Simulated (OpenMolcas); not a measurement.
Pt2+ (d8) on a cation site of an ionic host was computed by SS-CASPT2, IPEA 0.25 Eh, imaginary shift 0.1 Eh with the d shell active (OpenMolcas, ANO-RCC-VTZP on the metal). Its lowest spin-free states, and all those of the highest spin:

```
2S+1  Degeneracy  E (cm-1)
   3           3         0
   3           3      8170
   1           3      8230
   1           2      8970
   3           3     15630
   1           1     17750
   1           3     18130
   3           1     18380
   1           3     20770
   1           2     28560
   1           1     43450
```

**Question.** Is the site octahedral, tetrahedral or cube-like, axial, or of lower symmetry?

**Answer.** The states with 2S+1 = 3 have orbital degeneracies 3, 3, 3, 1. Threefold states need a cubic site. For d8 at this spin an octahedron puts the single A2 below the threefold T2 and a tetrahedron or cube puts the threefold T1 below the threefold T2, so the site is a tetrahedron or a cube, which this pattern cannot tell apart. The run had Pt2+ with its 8 nearest fluoride ions at 2.334 Å, on the Sr site of SrF2 (a = 5.796 Å, distance in the model lattice 2.510 Å). The rest of the host is ab initio model potentials to 7.6 Å and point charges beyond; the distance is set by hand and nothing relaxes. Ligand basis ANO-RCC-VDZP.

Roots that are degenerate in the reference are averaged as groups; the widest CASPT2 spread within a group is 440 cm-1 (the 3-fold group of multiplicity 1 near 20800 cm-1 above the lowest state of its run). Shifts and gaps below about the spread of the groups concerned are not significant. Over all roots computed the reference weight is 0.67 to 0.68; a low but even weight reflects the number of correlated electrons. Real 4d8 and 5d8 ions are as a rule square planar and diamagnetic. Ligand-to-metal charge-transfer states are missing. With no ligand orbital active B as a rule stays too high, so bands that hang on it stand too high and its fall with covalency is understated. With one d shell and no ligand orbital active, 10Dq can be off by a tenth or more. Free-ion shares, where given, are those of the reference states; single-state CASPT2 does not remix them. No measured value stands beside these numbers; the geometry was set by hand and not optimised.
